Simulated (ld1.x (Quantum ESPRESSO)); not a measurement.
Pseudopotential generation for nitrogen (N): TM, LDA (PZ), scalar-relativistic.

- Element: N (Z = 7)
- Generator: ld1.x (Quantum ESPRESSO) 7.5
- Type: norm-conserving Troullier–Martins (Kleinman–Bylander form)
- Functional: LDA (PZ)
- Relativity: scalar-relativistic
- Frozen core: [He]
- Valence charge: 5
- Reference configuration: 2s2 2p3
- Partial waves: 2p (bound): rc 1.75 bohr; 2s (bound): rc 0.95 bohr
- Local potential: the s channel
- Core correction: none

All-electron outer shells of the reference configuration (LDA (PZ), scalar-relativistic, ld1.x):

```json
{"shell": "1s", "level (eV)": "-381.53", "outermost node (bohr)": "–", "outermost maximum (bohr)": "0.15"}
{"shell": "2s", "level (eV)": "-18.42", "outermost node (bohr)": "0.32", "outermost maximum (bohr)": "1.02"}
{"shell": "2p", "level (eV)": "-7.24", "outermost node (bohr)": "–", "outermost maximum (bohr)": "0.97"}
```

(1) Estimate the cutoffs (Ry, on a coarse ladder) from which the occupation-weighted sum of valence levels, in a spherical-Bessel basis at the reference potential, stays within 10 and 1 mRy of its value at 400 Ry.

(2) What does a ghost test show?

(3) Which valence shell sets the plane-wave cutoff?

(4) Tests: 2s2 2p2; 2s2 2p1; 2s2 2p0; 2s2 2p3.3; 2s1 2p4; 2s2 2p2.5; 2s0 2p5. Which has the largest error in its energy relative to the reference configuration, and how large is it?

Results:

(1) 50 Ry and 140 Ry.

(2) No extra level below or beside the all-electron valence levels (p, s, d, f tested).

(3) 2s: its level needs 120 Ry to come within 1 mRy, against 45 Ry for 2p.

(4) 2s2 2p0, with +1068 meV (all-electron minus pseudo) on +89.87 eV.
